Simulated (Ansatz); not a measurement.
C₄H₇F₃ (`C[C@@H](F)[C@@H](F)CF`), 14 atoms. The species carries charge 0 and has multiplicity 1. All runs use 4 threads of an Arm Neoverse V2 on a shared host. Correlated methods freeze the cores.

(1) How many basis functions does each run have, and how long does it take in Ansatz? RKS ωB97M-V/def2-QZVPP energy; RHF-MP2/def2-QZVPP energy; RKS PBE0-D4/def2-QZVPP energy; RKS ωB97M-V/def2-SVP energy; RHF-MP2/def2-TZVPP energy; RHF-CCSD(T)/def2-SVP energy; direct RPA on PBE orbitals/def2-TZVPP energy; RKS PBE0-D4/def2-TZVP relaxation (5 steps); RKS PBE0-D4/def2-TZVP frequencies; RKS PBE0-D4/def2-TZVPP energy; RKS r2SCAN-D4/def2-TZVPP energy and forces; RKS SPW92 (LDA)/def2-TZVPP energy. (An estimate is asked.)

## Answers

(1) Ansatz gave: Other jobs shared the machine, so times are rough.

```csv
level,job,functions,wall time,peak host memory (GiB)
RKS SPW92 (LDA)/def2-TZVPP,energy,315,1.6 s,0.45
RKS PBE0-D4/def2-TZVPP,energy,315,4 s,0.92
RHF-MP2/def2-TZVPP,energy,315,6 s,1
RKS ωB97M-V/def2-SVP,energy,133,6 s,0.55
RKS r2SCAN-D4/def2-TZVPP,energy and forces,315,6.5 s,0.5
direct RPA on PBE orbitals/def2-TZVPP,energy,315,8.5 s,1
RKS PBE0-D4/def2-QZVPP,energy,609,12 s,2.7
RHF-CCSD(T)/def2-SVP,energy,133,23 s,1.1
RKS ωB97M-V/def2-QZVPP,energy,609,26 s,3
RKS PBE0-D4/def2-TZVP,relaxation (5 steps),259,27 s,0.79
RHF-MP2/def2-QZVPP,energy,609,42 s,5.7
RKS PBE0-D4/def2-TZVP,frequencies,259,4.6 min,0.8
```
